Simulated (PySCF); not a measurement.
bromine cation (Br2), SMILES BrBr (connectivity only; charge and spin as stated), charge +1, multiplicity 2.

Geometry optimised at PBE0-D3(BJ)/def2-TZVP. The spin state was assumed, not searched.

These are PBE0-D3(BJ)/def2-TZVP (PySCF) values and carry that method's errors.

Frequencies are harmonic and unscaled.

| mode | ν (cm⁻¹) | IR (km/mol) | moving atoms (share of kinetic energy) |
|---|---|---|---|
| 1 | 383 | 0.0 | Br 100 % |
